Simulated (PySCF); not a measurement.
## Radial density of Si+ (silicon, charge +1)

BP86, [Ne] 3s2 3p1, 2P determinant. All numbers are calculated (PySCF 2.14, no relativity, point nucleus, in cc-pV(T+d)Z (5s4p3d1f, 39 functions)).

```
r (bohr)  4πr²ρ (e/bohr)  4πr²(ρα − ρβ)
 0.00151         0.04848         0.0000
 0.00254          0.1331         0.0000
 0.00427          0.3589         0.0000
 0.00718          0.9357         0.0000
  0.0121           2.310         0.0000
  0.0203           5.192         0.0000
  0.0342           9.999         0.0002
  0.0575           14.91         0.0020
  0.0967           14.94         0.0113
   0.163           10.20         0.0401
   0.274           11.51         0.0806
   0.460           13.97         0.0557
   0.774           6.035         0.0025
    1.30           1.672         0.2524
    2.19           1.415         0.4581
    3.68          0.2627         0.1306
    6.19        0.008543         0.0068
```
